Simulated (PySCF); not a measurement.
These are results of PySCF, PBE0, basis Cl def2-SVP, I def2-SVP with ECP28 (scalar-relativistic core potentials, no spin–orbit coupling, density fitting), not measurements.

Each entry is the lowest minimum that a search over a few typed start shapes (and spin states, where more than one is plausible) found, or that minimum re-optimised at the stated level; isomers with ligand–ligand bonds, or fragments after loss of a ligand pair, can lie lower. Open shells are unrestricted.

ClI2 is a doublet of Cs symmetry with Cl–I 2.455 Å, Cl–I 2.733 Å; I–Cl–I 145.6°. Its wavenumbers are 47, 60, 232 cm⁻¹.

Task: What changes when one electron is removed, giving ClI₂⁺?

Result: It costs 9.15 eV between the minima (9.17 eV with zero-point energy). ClI₂⁺ is a singlet of C2v symmetry with Cl–I 2.430 Å (×2); I–Cl–I 114.1°; wavenumbers 76, 282, 301 cm⁻¹.
